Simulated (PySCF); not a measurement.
A GIAO shielding run with PySCF 2.14 (density fitting, non-relativistic, gas phase) on SMILES S([C@H]1C[Si@H]([SiH2]C#C)C1)[SiH3], C5H12SSi3:

```
$ OMP_NUM_THREADS=1 python probes_run.py task.json out

{"job": {"kind": "nmr", "xc": "PBE0", "basis": "pcSseg-1"}, "charge": 0, "multiplicity": 1}
C     -1.747889     2.787103    -0.620155
C     -2.247331     1.704104    -0.777203
Si    -2.947050     0.001854    -0.989116
Si    -1.331933    -1.534740    -0.362975
C      0.444041    -1.013804    -0.873595
C      0.657618    -0.426619     0.522832
S      2.331407    -0.713045     1.227433
Si     3.459088     0.720121     0.126359
C     -0.454479    -1.136834     1.296440
H     -1.325967     3.742578    -0.487601
H     -3.335036    -0.102569    -2.402623
H     -4.166805    -0.043621    -0.171916
H     -1.609169    -2.966543    -0.558152
H      1.105978    -1.861534    -1.042774
H      0.599056    -0.301007    -1.681788
H      0.498651     0.652894     0.522583
H      4.786521     0.635756     0.705569
H      2.830707     2.023267     0.324074
H      3.446752     0.380005    -1.293335
H     -0.066231    -2.018734     1.802069
H     -0.936848    -0.511691     2.044348
```

Hardware: 1 thread of an Arm Neoverse N1, shared host. The job also computes population analyses, field gradients, ring-centre shieldings.

Q: How large is the calculation?

A: 100 electrons, 241 basis functions and 1343 auxiliary functions.

Q: How long does it take, and how much memory does it need?

A: 120 s of wall time, with 14 SCF cycles and 5 response iterations; peak memory 1.1 GiB. Times on a shared host scatter by some tens of per cent.
